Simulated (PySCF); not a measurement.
[(E)-2-silylethenyl]silane (C2H8Si2), SMILES [SiH3]/C=C/[SiH3].

Coordinates come from a PBE0-D3(BJ)/def2-SVP optimisation.

Computed with PySCF with PBE/def2-TZVP.

Symmetry labels are those of the subgroup C2h that the program uses (full group C2h).

**Question.** List the valence orbital energies around the gap with their symmetry. (An estimate is asked for; the answer gives what the named calculation found.)

**Answer.** 
| orbital | symmetry | energy (eV) |
|---|---|---|
| HOMO−7 | Ag | -10.11 |
| HOMO−6 | Bu | -9.84 |
| HOMO−5 | Au | -8.76 |
| HOMO−4 | Bg | -8.45 |
| HOMO−3 | Ag | -8.37 |
| HOMO−2 | Bu | -8.29 |
| HOMO−1 | Ag | -7.18 |
| HOMO | Au | -6.94 |
| LUMO | Bg | -2.00 |
| LUMO+1 | Ag | -0.22 |
| LUMO+2 | Bu | -0.03 |
| LUMO+3 | Ag | 0.54 |
